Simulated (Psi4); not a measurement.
Cl2O2W (SMILES [O]=[W](=[O])([Cl])[Cl]), singlet, geometry from GFN2-xTB (such geometries of metal compounds can be far from the true shape) (core potentials on W).

Psi4 was given this input:
```
memory 2 GB

molecule {
0 1
W     0.22070827   -0.04383696    0.07248437
O     1.42106711   -0.59757683   -0.95677366
O     0.71530292    0.17325209    1.65839413
Cl   -0.53569036    1.84374011   -0.68801677
Cl   -1.43039034   -1.45323815    0.04232223
}

set {
  basis def2-svp
}

energy('b3lyp')
print_variables()
```

Give the number of basis functions at the level B3LYP/def2-SVP (Psi4).

96

What dipole moment does B3LYP/def2-SVP give?

1.89 D
